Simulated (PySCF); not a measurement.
SnBrI, SMILES [Br][Sn][I] (connectivity only; charge and spin as stated), neutral, multiplicity 1.

The structure is a stationary point at B3LYP-D3(BJ)/def2-SVP. The def2 effective core potentials stand for the cores of I, Sn; spin–orbit coupling is left out.

All values below come from B3LYP-D3(BJ)/def2-SVP in PySCF 2.14.0.

Frequencies are harmonic and unscaled.

```
mode  ν (cm⁻¹)  IR (km/mol)  Raman (Å⁴/amu)  depolarisation  moving atoms (share of kinetic energy)
----  --------  -----------  --------------  --------------  --------------------------------------
1           66          0.5             4.9            0.67                Br 49 %, I 32 %, Sn 18 %
2          189         30.1            11.0            0.32                         Sn 54 %, I 46 %
3          237         37.1             9.9            0.30                        Br 59 %, Sn 41 %
```
